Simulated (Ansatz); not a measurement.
CH3FGaO (`C[O][Ga][F]`) radical at its PBE0-D4/def2-TZVP geometry, where that method's forces vanish. The species carries charge 0 and has multiplicity 2.

```xyz
7

C     0.6307   -0.2175   -0.5378
O     0.4161   -0.5323    0.8257
Ga   -1.0231    0.0850    1.6922
F    -2.1334    1.0873    0.7450
H     0.6784   -1.1439   -1.1188
H    -0.1547    0.4151   -0.9654
H     1.5861    0.3063   -0.6409
```

Q: What forces (eV/Å) does ωB97M-V/def2-TZVPP give on these atoms in the Gaussian-basis code of Ansatz? (An estimate is asked.)

A: Computed: 
```
C1   0.076  0.065 -0.340
O2  -0.048 -0.048  0.236
Ga3  0.032 -0.039  0.053
F4  -0.028  0.033 -0.046
H5  -0.001  0.094  0.051
H6   0.060 -0.053  0.045
H7  -0.091 -0.053  0.001
```
